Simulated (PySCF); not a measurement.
V (vanadium, neutral) across methods

[Ar] 3d5, high-spin 6S determinant (an excited configuration). Computed with PySCF 2.14 in ANO-RCC-VTZP, with the spin-free X2C one-electron Hamiltonian (Gaussian nucleus). The B2PLYP total includes its PT2 part (frozen core); its orbital energies are those of the SCF part.

| method | E (hartree) | mean ε 3p α (eV) | mean ε 3p β (eV) | mean ε 3d α (eV) | Σ⟨r²⟩ (bohr²) | ⟨S²⟩ |
| --- | --- | --- | --- | --- | --- | --- |
| M06-2X | -949.069 | -44.866 | -39.849 | -3.384 | 34.38 | 8.750 |
| B2PLYP | -948.829 | -45.462 | -39.378 | -3.095 | 34.05 | 8.750 |
| LDA | -946.926 | -38.468 | -35.164 | -1.308 | 36.00 | 8.750 |
| BLYP | -949.161 | -38.292 | -34.996 | -0.899 | 36.11 | 8.750 |
| PBE | -948.898 | -38.469 | -34.995 | -1.069 | 35.82 | 8.750 |
| PBE0 | -948.907 | -41.875 | -37.176 | -2.107 | 34.69 | 8.750 |
| r2SCAN | -949.075 | -39.839 | -35.357 | -0.944 | 35.03 | 8.750 |

**Question.** Estimate the same row for UHF.

**Answer.** E (hartree) = -948.00315; mean ε 3p α (eV) = -51.719; mean ε 3p β (eV) = -42.871; mean ε 3d α (eV) = -5.121; Σ⟨r²⟩ (bohr²) = 32.76; ⟨S²⟩ = 8.750.
